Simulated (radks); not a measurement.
Effect of the nuclear size on neutral thallium, [Hg] 6p1. Calculated with a radial shooting solver on a logarithmic mesh with Libxc functionals: Dirac Kohn-Sham, PBE, spin-unpolarised, spherical densities, finite nucleus; open shells are shared between the two j in proportion to 2j + 1; Fermi nuclear charge, rms radius 5.4759 fm. The rms radius is varied about that value; shifts are against it.

rms radius (fm)  total energy shift (eV)  density at nucleus (e/bohr^3)  1s1/2 shift (meV)  2s1/2 shift (meV)  5s1/2 shift (meV)  5p1/2 shift (meV)  6s1/2 shift (meV)  6p1/2 shift (meV)  6p3/2 shift (meV)
4.7969                             -27.6                      2.668e+06             -11000              -1660              -19.3              0.374              -1.70              0.259              0.258
5.2788                             -8.24                      2.562e+06              -3290               -495              -5.76              0.111             -0.506              0.077              0.077
5.4759                                 0                      2.523e+06              0.000              0.000              0.000              0.000              0.000              0.000              0.000
5.8647                              16.8                      2.451e+06               6690               1010               11.7             -0.225               1.03             -0.157             -0.156
6.2754                              35.2                      2.381e+06              14000               2110               24.6             -0.471               2.16             -0.329             -0.328

Slopes of the eigenvalues against <r^2> in GHz/fm^2, as finite differences over the two radii next to the reference (eigenvalue slopes, not the field-shift constants of lines): 1s1/2 370000, 2s1/2 55600, 5s1/2 647, 5p1/2 -12.5, 6s1/2 56.9, 6p1/2 -8.67, 6p3/2 -8.64.
